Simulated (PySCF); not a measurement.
## Two-component Hartree-Fock for As²⁴⁺ (arsenic, charge +24)

Start: [He] 2s2 2p5; 2p1/2 filled at m_j = -1/2, +1/2; 2p3/2 filled at m_j = -1/2, +1/2, +3/2. Calculated with PySCF 2.14 in an uncontracted even-tempered set (18 s from 7.2 bohr⁻², ratio 2.4; 12 p from 9.4 bohr⁻², ratio 2.4; 5 d from 38 bohr⁻², ratio 2.6; 5 f from 58 bohr⁻², ratio 2.6): generalised Hartree-Fock with the X2C-1e Hamiltonian and a Gaussian nucleus; one run each with spin-orbit coupling (SO) switched off, then screened by Boettger's factors.

| spinor shell | electrons | ε, spin-free (eV) | ε, screened SO (eV) | weight of nominal j (screened SO) | rms radius, screened SO (bohr) |
| --- | --- | --- | --- | --- | --- |
| 1s1/2 | 2 | -13169.2 | -13168.0 | 1.000 | 0.0523 |
| 2s1/2 | 2 | -2673.7 | -2673.4 | 1.000 | 0.212 |
| 2p1/2 | 2 | -2503.3 | -2529.2 | 0.981 | 0.186 |
| 2p3/2 | 3 | -2503.3 | -2490.4 | 0.987 | 0.189 |

```tsv
quantity	spin-free	screened SO
E (hartree)	-1840.75285	-1841.29896
M_J	3/2	3/2
⟨J²⟩	3.750	3.750
⟨L²⟩	2.000	2.001
⟨S²⟩	0.750	0.751
```

Each row is a mean over spinors that exchange with the open shell spreads, by up to 25.435 eV (2s1/2).

Without spin-orbit coupling the j labels of p, d and f shells carry no meaning; the spin-free column gives the mean over the occupied spinors of each nl shell.
